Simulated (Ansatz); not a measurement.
Reaction (ligand exchange at the Si–C bond): `C[Si](F)([SiH3])Cl` + HBr → `F[Si]([SiH3])(Cl)Br` + CH₄

Program: Ansatz. Geometries: PBE0-D4/def2-TZVP. ΔE: electronic, gas phase. CCSD(T)/CBS adds triple-zeta CCSD(T) − MP2 to the extrapolated MP2 energy (def2 sets, frozen cores). This one scheme is used for every species. Functionals use def2-TZVPP. HSE06 is defined as in plane-wave codes. For Br outer-core shells are correlated without core-valence functions, which leaves a few kJ/mol of doubt a bond. Scalar relativity is left out up to krypton.

(1) Is it downhill or uphill in electronic energy at CCSD(T)/CBS, and by how much? (An estimate is asked.)

(2) What do these levels give: BHLYP-D4, ωB97X-V, HSE06, MP2/def2-SVP, SCS-MP2/def2-TZVPP, HF/def2-QZVPP? (Estimate.)

(3) What do rigid-rotor, harmonic-oscillator terms from PBE0-D4/def2-TZVP frequencies (298.15 K, 1 bar) make of the CCSD(T)/CBS value? (Estimate.)

Largest T1 diagnostic among the species: 0.011.

Results:

(1) The calculation gave: Downhill: ΔE = -22.6 kcal/mol.

(2) Ansatz gave: BHLYP-D4 -23.2, ωB97X-V -21.7, HSE06 -22.2, MP2/def2-SVP -21.8, SCS-MP2/def2-TZVPP -22.4, HF/def2-QZVPP -22.7 kcal/mol.

(3) Ansatz gave: ΔZPE = +2.1 kcal/mol, ΔH = -20.5 kcal/mol, ΔS = -7 J/(mol·K), ΔG = -20.0 kcal/mol.

Leaving LDA and LC-ωPBE aside and taking each functional with its dispersion term where it has one, the values, not all of them listed here, spread over 1.7 kcal/mol, from BHLYP-D4 to CAM-B3LYP-D4. LDA lies +1.3 kcal/mol from PBE without D4. At CCSD(T), def2-SVP lies +2.2 kcal/mol from the extrapolated value and def2-TZVPP +1.4 kcal/mol.
